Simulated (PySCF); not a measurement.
Stepwise substitution at one centre (B SiH3-I). Isolated molecules, 0 K electronic values unless said otherwise. Strings in code marks are SMILES.

The brightest of the four lowest singlets (TDA) from two functionals at the same geometries (r2SCAN-D4/def2-TZVP), both in PySCF: PBE-D3(BJ)/def2-TZVP and r2SCAN-D4/def2-TZVP. Excitations are Tamm–Dancoff values on a coarser integration grid. The basis has no diffuse functions, so Rydberg states are missing or too high.

| species | PBE-D3(BJ)/def2-TZVP (eV) |
|---|---|
| 1 of 3 SiH3 replaced by I (`[SiH3]B([SiH3])I`) | 4.47 |
| 2 of 3 SiH3 replaced by I | 4.12 |
| 3 of 3 SiH3 replaced by I (`IB(I)I`) | 4.30 |

Q: What does r2SCAN-D4/def2-TZVP give for each?

A: 
- 1 of 3 SiH3 replaced by I (`[SiH3]B([SiH3])I`): 4.78
- 2 of 3 SiH3 replaced by I: 4.48
- 3 of 3 SiH3 replaced by I (`IB(I)I`): 4.70
Over these rows, drawn at random from the members with no instability flagged (it was tested for open shells, ions and some series alone), PBE minus r2SCAN-D4: mean -0.36 eV, from -0.40 eV to -0.32 eV.
